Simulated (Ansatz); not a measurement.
Two members of one family (Cage-LiF), computed with Ansatz in the gas phase. A negative affinity means that the extra electron isn't bound at that geometry and level; within about 0.2 eV of zero the sign isn't settled. Binding counts from free atoms in the multiplicity of their measured ground term, without zero-point energy. Sets without diffuse functions give affinities that are too small. A dash marks a value that wasn't run or was left out as unsound. The structures are stationary points that may keep the symmetry of their start. Remarks come from the PBE and PBE0 runs and from stability tests at other levels; not every state was tested. A HOMO above zero means that the electron is unbound at that level and held by the basis, or that self-interaction error raises the level; the energy of removing that electron tells which.

First: (LiF)11 cage of four- and six-membered rings, n = 11, cage 1 (singlet, charge 0, r2SCAN-D4/def2-SVP geometry).

```xyz
22

Li    1.189    2.113   -2.027
F    -0.021    0.909   -2.520
Li    1.313   -0.288   -2.216
F     2.568    0.942   -1.897
Li    2.617    1.450   -0.182
F     1.308    2.715   -0.351
Li   -0.114    2.390    0.635
F    -1.601    1.630   -0.056
Li   -1.495    0.653   -1.553
F    -2.041   -1.034   -1.395
Li   -0.717   -2.242   -1.085
F     0.963   -1.635   -1.094
Li    1.621   -1.363    0.554
F     2.343    0.222    1.042
Li    1.057    0.239    2.309
F    -0.196    1.472    2.188
Li   -1.752    0.814    1.549
F     0.578   -1.478    2.026
Li   -2.702   -1.632    0.142
F    -1.483   -2.958    0.362
Li   -1.060   -2.090    1.868
F    -2.373   -0.827    1.702
```

| level | HOMO (eV) | LUMO (eV) | gap (eV) | vertical EA (eV) | binding per atom (eV) |
| --- | --- | --- | --- | --- | --- |
| PBE-D4/def2-SVP | -7.37 | -0.78 | 6.59 | -0.22 | 4.31 |
| PBE-D4/def2-TZVP | -7.60 | -0.81 | 6.79 | – | 4.09 |
| r2SCAN-D4/def2-TZVP | -8.03 | -0.22 | 7.82 | – | 4.05 |
| PBE0-D4/def2-SVP | -9.41 | -0.22 | 9.19 | -0.41 | 4.16 |
| PBE0-D4/def2-TZVP | -9.60 | -0.18 | 9.42 | – | 3.97 |

Remarks: HOMO above zero (-1 doublet).

Second: (LiF)12 cage of four- and six-membered rings, n = 12, cage 2 (singlet, charge 0, r2SCAN-D4/def2-SVP geometry).

| atom | x (Å) | y (Å) | z (Å) |
| --- | --- | --- | --- |
| Li1 | 3.3899 | -0.6769 | -0.0425 |
| F2 | 2.2603 | -1.6800 | -1.0059 |
| Li3 | 2.3098 | -0.2872 | -2.1677 |
| F4 | 3.3523 | 0.7545 | -1.1626 |
| Li5 | 2.4852 | 1.5479 | 0.1947 |
| F6 | 2.8961 | 0.2510 | 1.3955 |
| Li7 | 1.4945 | -0.4204 | 2.1725 |
| F8 | 0.7067 | -1.9136 | 1.5288 |
| Li9 | 0.6773 | -2.0674 | -0.2566 |
| F10 | -0.9252 | -1.6376 | -1.0457 |
| Li11 | -0.8234 | -0.3203 | -2.2679 |
| F12 | 0.7807 | 0.3734 | -2.6439 |
| Li13 | 0.1779 | 1.7701 | -1.6607 |
| F14 | 0.7581 | 2.0143 | 0.0258 |
| F15 | -1.5303 | 1.3112 | -1.9186 |
| Li16 | -0.5030 | 1.6750 | 1.3191 |
| F17 | -0.0431 | 0.4217 | 2.5140 |
| Li18 | -0.7666 | -1.2128 | 2.2518 |
| F19 | -2.3938 | -1.3805 | 1.6631 |
| Li20 | -2.4761 | -1.5680 | -0.1400 |
| Li21 | -2.7854 | 1.3542 | -0.7243 |
| F22 | -2.2642 | 1.6890 | 0.9818 |
| Li23 | -3.1738 | 0.1912 | 1.3570 |
| F24 | -3.6041 | -0.1887 | -0.3679 |

Task: Estimate the same table for the second.

Result: 
| level | HOMO (eV) | LUMO (eV) | gap (eV) | vertical EA (eV) | binding per atom (eV) |
| --- | --- | --- | --- | --- | --- |
| PBE-D4/def2-SVP | -7.33 | -0.80 | 6.53 | -0.20 | 4.30 |
| PBE-D4/def2-TZVP | -7.56 | -0.83 | 6.73 | – | 4.09 |
| r2SCAN-D4/def2-TZVP | -8.00 | -0.24 | 7.76 | – | 4.05 |
| PBE0-D4/def2-SVP | -9.37 | -0.24 | 9.14 | -0.40 | 4.16 |
| PBE0-D4/def2-TZVP | -9.56 | -0.20 | 9.36 | – | 3.97 |

Remarks: HOMO above zero (-1 doublet).
